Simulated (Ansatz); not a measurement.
`Cl[SiH](Cl)[GeH3]` and `F[SiH](Cl)[GeH3]` differ in one atom or group.

Ansatz, PBE0-D4/def2-TZVP geometries, multiplicity 1. 

Scalar relativity is left out up to krypton.

```csv
property,`Cl[SiH](Cl)[GeH3]`
HOMO energy (ωB97M-V/def2-TZVPP) / eV,-10.24
HOMO energy (PBE/def2-TZVPP) / eV,-7.03
size of the dipole moment (PBE/def2-TZVPP) / D,1.31
zero-point energy (PBE0-D4/def2-TZVP) / kJ/mol,93.9
LUMO energy (PBE/def2-TZVPP) / eV,-1.25
LUMO energy (PBE0/def2-TZVPP) / eV,-0.39
```

(1) Give the same properties after the change, and the shifts. (Best estimate.)

Answers

(1) The calculation gave: 
| property | `F[SiH](Cl)[GeH3]` | shift |
| --- | --- | --- |
| HOMO energy (ωB97M-V/def2-TZVPP) / eV | -10.38 | -0.14 |
| HOMO energy (PBE/def2-TZVPP) / eV | -7.13 | -0.10 |
| size of the dipole moment (PBE/def2-TZVPP) / D | 1.38 | 0.07 |
| zero-point energy (PBE0-D4/def2-TZVP) / kJ/mol | 97.0 | 3.1 |
| LUMO energy (PBE/def2-TZVPP) / eV | -1.27 | -0.02 |
| LUMO energy (PBE0/def2-TZVPP) / eV | -0.43 | -0.04 |

Dipoles are sizes alone; their direction can turn.
